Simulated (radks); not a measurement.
Ionisation of neutral promethium, [Xe] 4f5 6s2, to [Xe] 4f5 6s1 as the strength of local exchange is varied. All-electron calculation, Dirac Kohn-Sham, Slater X-alpha exchange (alpha = 2/3 is LDA exchange), no correlation, spin-unpolarised, spherical densities, finite nucleus; open shells are shared between the two j in proportion to 2j + 1; Fermi nuclear charge, rms radius 4.962 fm. Program: a radial shooting solver on a logarithmic mesh with Libxc functionals.

\begin{tabular}{lrrrrr}
alpha & E(Pm) (hartree) & exchange (hartree) & IE (eV) & -e of the level emptied (eV) & <r> of it (bohr) \\ \hline
0.662 & -10011.9708 & -214.9107 & 5.214 & 2.868 (6s1/2) & 4.452 \\
0.667 & -10013.5941 & -216.5708 & 5.236 & 2.887 (6s1/2) & 4.446 \\
0.69 & -10021.0650 & -224.2139 & 5.336 & 2.976 (6s1/2) & 4.419 \\
0.867 & -10078.7523 & -283.4051 & 6.165 & 3.735 (6s1/2) & 4.210 \\
1.033 & -10133.1631 & -339.5162 & 7.014 & 4.528 (6s1/2) & 4.027 \\
\end{tabular}

NIST Atomic Spectra Database: 5.582 eV (measured). The Delta-SCF value meets it near alpha = 0.74. Spin polarisation and multiplet splitting are left out, so open shells lie too high by an amount that depends on their filling. Sharing an open shell by 2j + 1 raises it above the true ground level by a part of the spin-orbit splitting, which enters the differences from NIST.

Beside tabulated values, note that spin-unpolarised runs miss the spin-polarisation part of the exchange energy of open shells.
